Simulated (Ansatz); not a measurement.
The cluster AgAu2⁻. Total charge -1; singlet. Geometry PBE0-D4/def2-TZVPD.

```xyz
3

Au   -2.359   -1.118    0.263
Au    2.358    1.118   -0.272
Ag    0.001    0.000    0.010
```

In the def2 sets Ag, Au take a core potential; there is no spin–orbit coupling. The structure comes from a short search, and lower isomers may exist.

**Question.** Estimate the orbital energies around the gap (eV) in Ansatz with HF/def2-TZVPD, PBE-D4/def2-SVPD, PBE-D4/def2-TZVPD, PBE0-D4/def2-SVPD, PBE0-D4/def2-TZVPD.

**Answer.** 
```csv
orbital,HF/def2-TZVPD,PBE-D4/def2-SVPD,PBE-D4/def2-TZVPD,PBE0-D4/def2-SVPD,PBE0-D4/def2-TZVPD
HOMO−9,-7.40,-2.03,-2.13,-3.50,-3.59
HOMO−8,-7.19,-1.72,-1.83,-3.23,-3.32
HOMO−7,-7.19,-1.71,-1.83,-3.23,-3.32
HOMO−6,-7.18,-1.71,-1.80,-3.21,-3.30
HOMO−5,-7.18,-1.69,-1.80,-3.21,-3.30
HOMO−4,-6.98,-1.69,-1.79,-3.03,-3.10
HOMO−3,-6.98,-1.53,-1.63,-3.03,-3.10
HOMO−2,-6.71,-1.53,-1.63,-2.95,-3.01
HOMO−1,-3.60,-1.45,-1.54,-2.38,-2.45
HOMO,-2.57,-1.15,-1.22,-1.72,-1.78
LUMO,4.33,1.42,1.28,2.13,1.99
LUMO+1,4.90,2.69,2.56,3.24,3.11
LUMO+2,4.90,2.69,2.56,3.24,3.11
LUMO+3,5.31,3.43,3.06,4.06,3.63
LUMO+4,5.76,3.75,3.46,4.32,4.02
LUMO+5,5.76,3.75,3.46,4.32,4.02
```
